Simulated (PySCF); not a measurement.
Species: H₆O₂Si₂.
Atom-mapped SMILES: `[OH:1][SiH2:2][O:3][SiH3:4]` (hydrogens: H5 on O1; H6, H7 on Si2; H8, H9, H10 on Si4)

The geometry is computed with GFN2-xTB (gas phase).

Q: What internal coordinates does the optimisation give?

A: 
```csv
bond,length (Å),order
O1–Si2,1.620,single
Si2–O3,1.626,single
O3–Si4,1.616,single
O1–H5,0.954,single
"Si2–H6, Si2–H7",1.456,single
"Si4–H8, Si4–H9, Si4–H10",1.462,single
```

Bonds in one row agree within 0.01 Å and their mean is given. Orders are formal, as drawn. A selection of angles:
```csv
angle,degrees
Si2–O1–H5,120.8
O1–Si2–O3,107.5
O1–Si2–H6,108.5
O3–Si2–H6,108.3
H6–Si2–H7,115.0
Si2–O3–Si4,154.3
O3–Si4–H8,108.3
O3–Si4–H9,103.5
H8–Si4–H9,112.6
H8–Si4–H10,111.1
```

Torsions: O1–Si2–O3–Si4 179° (antiperiplanar); H5–O1–Si2–O3 3° (synperiplanar).

O3 (siloxane oxygen) is bent (angle 154.3°). O1 (silanol oxygen) is bent (angle 120.8°). Si4 (oxygen-bound silicon) is distorted tetrahedral (angles from 103.5° to 112.6°). The 4 heavy atoms lie in one plane (0.002 Å rms). Si2 (oxygen-bound silicon) is distorted tetrahedral (angles from 107.5° to 115.0°).

Not checked by GFN2-xTB frequencies. The numbers are those of one conformer (H–O1–Si2–O3 3°, O1–Si2–O3–Si4 179°).
